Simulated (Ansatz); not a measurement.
`C[N](C)[Zn][Cl]` + HBr → `[Cl][Zn][Br]` + dimethylamine at 298.15 K and 1 bar (ligand exchange at a Zn–N bond).

Gas-phase electronic energies from Ansatz, PBE0-D4/def2-TZVP geometries. CCSD(T)/CBS is the MP2 limit (def2-TZVPP, def2-QZVPP) plus CCSD(T) − MP2 in def2-TZVPP, frozen cores. For Br, Zn outer-core shells are correlated without core-valence functions, which leaves a few kJ/mol of doubt a bond. Scalar relativity is left out up to krypton. Each species was taken in one conformer, which may not be the lowest.

```csv
species,CCSD(T)/CBS energy (Eh),H − E (kJ/mol),S (J/(mol·K))
`C[N](C)[Zn][Cl]`,-2372.62212,238.9,367.4
HBr,-2573.91920,24.6,198.6
`[Cl][Zn][Br]`,-4811.59312,20.0,294.1
`CNC`,-135.00321,256.9,271.4
```

H − E and S are ideal-gas, rigid-rotor, harmonic terms from PBE0-D4/def2-TZVP, for one conformer and one mirror image of each species. 1 Eh = 2625.50 kJ/mol, R = 8.31446 J/(mol·K).

Question: By hand: ΔE, ΔH, ΔS and ΔG.

Answer: ΔE = (-4811.59312) + (-135.00321) − (-2372.62212) − (-2573.91920) = -0.05501 Eh = -144.4 kJ/mol. Δ(H − E) = 20.0 + 256.9 − 238.9 − 24.6 = 13.4, so ΔH = -131.0 kJ/mol. ΔS = 294.1 + 271.4 − 367.4 − 198.6 = -0.5 J/(mol·K). ΔG = -131.0 − 298.15 × (-0.5)/1000 = -130.9 kJ/mol.

Question: By hand: the equilibrium constant, and the temperature at which ΔG would vanish if ΔH and ΔS stayed fixed.

Answer: log₁₀ K = −ΔG/(RT ln 10) = 22.9. ΔG = 0 at ΔH/ΔS = 262000 K, far beyond where these terms or the molecules hold.

The number of gas molecules stays the same, so ΔS is small and ΔH decides. A doubt of 5 kJ/mol in ΔE shifts log₁₀ K by 0.9 here. Other conformers and mirror images would add mixing entropy, several J/(mol·K) or more a flexible species. Modes under 60 cm⁻¹, often nearly free rotors, make the harmonic entropy too high. These are equilibria of isolated gas molecules and say nothing of rates. Largest T1 diagnostic: 0.014 (customary marks: 0.02 for closed shells, 0.045 for open ones).
